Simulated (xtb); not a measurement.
C4H4OSe, SMILES C=C1C[Se]C1=O. All values are semi-empirical tight-binding results from xtb (GFN2-xTB unless named), good for trends rather than for accurate numbers. The structure is a stationary point at GFN2-xTB. This is a generated structure with no PubChem entry under its InChIKey; it may be hypothetical.

Optimised geometry:

```xyz
10

C      0.5225     2.6245     0.0000
C      0.3960     1.3055     0.0000
C      1.4384     0.2189     0.0000
Se     0.0516    -1.2102     0.0000
C     -0.8494     0.5305     0.0000
O     -2.0091     0.7895     0.0000
H      1.4881     3.1026     0.0000
H     -0.3462     3.2609     0.0000
H      2.0657     0.1957     0.8912
H      2.0657     0.1957    -0.8912
```
Charge 0, spin multiplicity 1.

```json
{
 "point_group_as_xtb_finds_it": "Cs",
 "orbital_gap": "2.30 eV",
 "zero_point_energy": "41.7 kcal/mol",
 "G − E(el) at 298.15 K (modified RRHO)": "22.1 kcal/mol",
 "static polarisability (D4 model)": "73.5 bohr³",
 "solvation energy, GFN2-xTB/ALPB(water)": "-2.8 kcal/mol",
 "solvation energy, GFN2-xTB/ALPB(octanol)": "-5.5 kcal/mol"
}
```

Computed atomic charges and the Wiberg bond orders between heavy atoms:
charges (e) C1 -0.07, C2 0.00, C3 -0.04, Se4 -0.10, C5 0.24, O6 -0.31, H7 0.07, H8 0.08, H9 0.07, H10 0.07. Bond orders C1–C2 1.87, C2–C3 1.01, C3–Se4 1.03, C2–C5 1.04, Se4–C5 0.98, C5–O6 1.86.
